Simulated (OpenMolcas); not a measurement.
**Os2+: moving or changing the point charges**

Os2+ among 4 point charges of -1 e arranged as a square (D4h), 1.95 Å from the ion.

* Program: OpenMolcas 26.06
* Method: SS-CASPT2, IPEA 0.25 Eh, imaginary shift 0.1 Eh (closed shells correlated: 5s 5p)
* Basis: ANO-RCC-VDZP [7s6p4d2f1g]
* Scalar Hamiltonian: DKH2, point nucleus
* Active space: 6 electrons in 5 orbitals (5d)
* State averaging: 2S+1 = 5 even, 5 roots; 2S+1 = 3 even, 45 roots; 2S+1 = 1 even, 50 roots
* Spin-orbit coupling: RASSI with atomic mean-field integrals over the reference wave functions

Runs around this geometry, states (labels of D4, the rotations of D4h). Energies in cm-1 above the lowest state or level, χT in cm3 K/mol.

```json
{"R (Å)": "1.95", "q (e)": "-0.5", "Ground state": "5A1", "First state of that spin": "5E 1600", "First gap with spin-orbit (degeneracies)": "220 (1, 2)", "χT at 300 K": "4.355", "First state of another spin": "3E 12920"}
{"R (Å)": "1.85", "q (e)": "-1", "Ground state": "5A1", "First state of that spin": "5E 9090", "First gap with spin-orbit (degeneracies)": "930 (1, 2)", "χT at 300 K": "1.603", "First state of another spin": "3E 7570"}
{"R (Å)": "1.95", "q (e)": "-1", "Ground state": "5A1", "First state of that spin": "5E 7340", "First gap with spin-orbit (degeneracies)": "700 (1, 2)", "χT at 300 K": "2.204", "First state of another spin": "3A2 9910"}
{"R (Å)": "2.16", "q (e)": "-1", "Ground state": "5A1", "First state of that spin": "5E 4740", "First gap with spin-orbit (degeneracies)": "460 (1, 2)", "χT at 300 K": "3.206", "First state of another spin": "3A2 12420"}
```

Taking the first state of the same spin as R^-n, n = -ln(4740 / 9090) / ln(2.16 / 1.85) = 4.2 between the shortest and longest distance.

Scaling the charges by -0.5 / -1 = 0.50 scales the first state of the same spin by 1600 / 7340 = 0.22; with fixed orbitals a first-order splitting would follow the charge.

Point charges give a weaker field than real ligands, and real ions of this kind are as a rule low spin; the high spin found here belongs to the model. Free-ion shares, where given, are those of the reference states; single-state CASPT2 does not remix them. Spin-orbit coupling mixes the spin-free states strongly: the lowest level takes only 56 % from its leading state, 5A1 (figures for R = 1.95, q = -0.5; the like holds for R = 1.85, q = -1, R = 1.95, q = -1, R = 2.16, q = -1). This shell can be high or low spin here, a state of another spin lies low, and with metal d orbitals alone active their balance is uncertain, so the ground spin may be wrong (holds for R = 1.85, q = -1). This is an electrostatic model: the charges have no orbitals. No measured value stands beside these numbers.
